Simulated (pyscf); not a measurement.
H₂B–PH₂ → H₂B–PH₂ (concerted two-bond exchange; singlet surface; H–P, B–H broken, H–P, B–H formed). Single points on ωB97X-D3(BJ)/def2-SVP structures (PySCF, gas phase). Correlated levels are frozen-core, on RHF or UHF. ΔMP2 is the change of the MP2 total energy from the triple- to the quadruple-zeta basis. Energies in kJ/mol from the reactant's lowest minimum found.

```
level                             barrier  reaction energy
--------------------------------  -------  ---------------
ωB97X-D3(BJ)/def2-TZVP              191.5              0.0
PBE/def2-TZVP                           …              0.0
r²SCAN/def2-TZVP                    177.7              0.0
M06-2X/def2-TZVP                    184.9              0.0
HF/def2-TZVP                        235.7              0.0
CCSD/def2-TZVPP                     193.7              0.0
CCSD(T)/def2-TZVPP + ΔMP2(QZVPP)        …              0.0
```

Q: What belongs in the gaps?

A: 
- PBE/def2-TZVP, barrier: 157.9
- CCSD(T)/def2-TZVPP + ΔMP2(QZVPP), barrier: 186.8

This is the saddle that the search found; another between the same sides may lie lower. The CCSD(T) − MP2 part came from Ansatz, without density fitting, on the same reference.
